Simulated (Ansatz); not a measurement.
Calculation: frozen-core CCSD(T)/def2-TZVPD // CAM-B3LYP-D3(BJ)/def2-TZVPD (Ansatz, a quantum-chemistry and plane-wave program).

Ansatz 0.2 input:
```yaml
crystal:
  periodic: [false, false, false]
  atoms:
    - { symbol: C, position_ang: [2.233106, -0.068799, -0.129358] }
    - { symbol: C, position_ang: [0.780018, -0.018385, -0.045931] }
    - { symbol: C, position_ang: [-0.42323, 0.037821, 0.021632] }
    - { symbol: Si, position_ang: [-2.305922, 0.155873, 0.124071] }
    - { symbol: O, position_ang: [-2.904507, 1.584768, 0.000129] }
    - { symbol: H, position_ang: [2.666788, 0.933119, -0.083896] }
    - { symbol: H, position_ang: [2.564105, -0.527807, -1.064236] }
    - { symbol: H, position_ang: [2.661042, -0.649594, 0.691523] }
    - { symbol: H, position_ang: [-2.564125, -0.59208, 1.413126] }
    - { symbol: H, position_ang: [-2.707271, -0.854915, -0.927061] }
basis:
  gaussian: { orbitals: def2-TZVPD }
correlation:
  method: ccsd_t
total_charge: -1
```

Output:

```
Functional definition: HF
1580 factors; integrals over basis functions are off by at most 8.4e-4 eV
mean field evaluation 1: about -13068.1832 eV, gradient 4.0e1 eV
mean field evaluation 2: about -13068.2977 eV, gradient 4.0e1 eV
mean field evaluation 4: about -13072.3022 eV, gradient 5.1e0 eV
mean field evaluation 8: about -13072.3973 eV, gradient 1.6e-1 eV
mean field evaluation 16: about -13070.5649 eV, gradient 3.0e1 eV
mean field -13072.39747864 eV, -480.4017465507 hartree, gradient 8.0e-6 eV, S^2 0.000000; 0 other end points of the search recorded, 0 dependent functions left out
9 core orbitals not correlated
reference -13072.39747864 eV, -480.4017465507 hartree; 14, 14 occupied and 216, 216 virtual orbitals, 1580 factors
second order -22.86071852 eV of doubles, -0.00000000 eV of singles
cycle   1  -22.80245189 eV  change    5.8e-2 eV  update   1.3e-1
cycle   2  -23.45556160 eV  change   -6.5e-1 eV  update   4.5e-2
cycle   3  -23.64430860 eV  change   -1.9e-1 eV  update   2.3e-2
cycle   4  -23.64347297 eV  change    8.4e-4 eV  update   6.5e-3
cycle   5  -23.64091858 eV  change    2.6e-3 eV  update   2.9e-3
cycle   6  -23.64274015 eV  change   -1.8e-3 eV  update   9.9e-4
cycle   7  -23.64294306 eV  change   -2.0e-4 eV  update   3.6e-4
cycle   8  -23.64283828 eV  change    1.0e-4 eV  update   1.5e-4
cycle   9  -23.64283076 eV  change    7.5e-6 eV  update   6.8e-5
cycle  10  -23.64288929 eV  change   -5.9e-5 eV  update   3.5e-5
cycle  11  -23.64286242 eV  change    2.7e-5 eV  update   1.6e-5
cycle  12  -23.64284950 eV  change    1.3e-5 eV  update   6.8e-6
perturbative correction -1.10763117 eV, -0.0407046948 hartree
Total energy: -13097.14795931 eV, -481.3113099389 hartree
```

Cost: roughly 2.3 core-minutes.
